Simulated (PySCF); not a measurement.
Molecule: C2H7GeO, net charge 0, doublet state. It need not be the lowest isomer of its formula. SMILES: CC[O][GeH2]
Coordinates optimised at B3LYP-D3(BJ)/def2-TZVP (Ansatz):
```xyz
11

C     -2.4790    -0.1652     0.1334
C     -1.2986    -0.4245     1.0535
O     -0.1487    -0.8556     0.3376
Ge     0.9791     0.3279    -0.4048
H     -2.2632     0.6573    -0.5524
H     -2.7014    -1.0538    -0.4589
H     -3.3661     0.0981     0.7139
H     -1.5386    -1.2271     1.7567
H     -1.0729     0.4715     1.6458
H      2.2655    -0.5109    -0.6323
H      1.2017     1.4545     0.6576
```
Charge 0, spin multiplicity 2.

Dispersion corrections to the total energy (kcal/mol) from the dftd3 and dftd4 libraries through PySCF: D3(BJ) without and D4 with the three-body term, each with the damping fitted for the functional named.

```json
[
 {"functional": "HF", "D3(BJ)": "-36.15", "D4": "-16.77"},
 {"functional": "BP86", "D3(BJ)": "-7.44", "D4": "(withheld)"},
 {"functional": "PBE", "D3(BJ)": "-4.62", "D4": "-4.58"},
 {"functional": "revPBE", "D3(BJ)": "-11.72", "D4": "-14.88"},
 {"functional": "BLYP", "D3(BJ)": "-9.88", "D4": "-10.19"},
 {"functional": "HSE06", "D3(BJ)": "-3.09", "D4": "(withheld)"},
 {"functional": "TPSSh", "D3(BJ)": "-5.38", "D4": "(withheld)"}
]
```

Task: Some entries are withheld; supply them.

Result: 
- BP86, D4: -6.10
- HSE06, D4: -3.57
- TPSSh, D4: -5.62
